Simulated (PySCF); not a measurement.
**NaPb: one state, many levels of theory**

State: ⁴Σ⁻ (quartet), unpaired electrons σ ↑, π ↑↑. Set-up: PySCF, scalar-relativistic core potentials, basis sets Na def2-SVPD, Pb def2-SVPD with ECP60. De refers to Na + Pb in their high-spin ground configurations, without counterpoise correction. The functionals are run spin-unrestricted. A positive dipole means Na(−)Pb(+).

| Level | Re (Å) | ωe (cm⁻¹) | De (eV) | μ (D) | CPU s a point (SCF and correlation, without the integrals) |
| --- | --- | --- | --- | --- | --- |
| UHF | 3.021 | 163 | 0.71 | -7.77 | 0.16 |
| UHF-MP2 | 3.001 | 171 | 1.10 | n/a | 0.26 |
| UHF-SCS-MP2 | 3.002 | 170 | 0.96 | n/a | n/a |
| UHF-CCSD | 3.010 | 168 | 1.07 | n/a | n/a |
| UHF-CCSD(T) | 3.010 | 168 | 1.09 | n/a | 6 |
| PBE | 2.999 | 158 | 1.08 | -5.84 | 0.53 |
| r²SCAN | 2.966 | 168 | 1.26 | -6.70 | 0.75 |
| PBE0 | 2.974 | 165 | 1.07 | -6.47 | 1 |
| M06 | 2.994 | 165 | 1.01 | -6.54 | 0.93 |
| BHandHLYP | 2.965 | 165 | 0.89 | -6.60 | 0.49 |
| M06-2X | 2.901 | 187 | 1.08 | -7.32 | 0.94 |

The bond length runs from 2.901 Å (M06-2X) to 3.021 Å (UHF). De spans 0.71 eV (UHF, mean field) to 1.26 eV (r²SCAN, meta-GGA). Correlation at CCSD(T) changes the Hartree–Fock bond energy by +0.38 eV; the triples alone change it by +0.02 eV.

Correlated steps freeze 5 core orbitals. Correlated levels converge slowly with the basis: in double zeta they bind strong bonds too weakly, by up to about 1 eV, and carry superposition errors of some tenths. Spin–orbit coupling is left out, which matters for elements this heavy, above all for dissociation energies. The state is the lowest determinant that a PBE0 search found; another state may lie lower at other levels.

The whole job (state search and all levels along the bond) took about 2.4 min on 1 thread of Intel Xeon Platinum 8259CL @ 2.50GHz (shared host), peak memory 0.57 GiB.
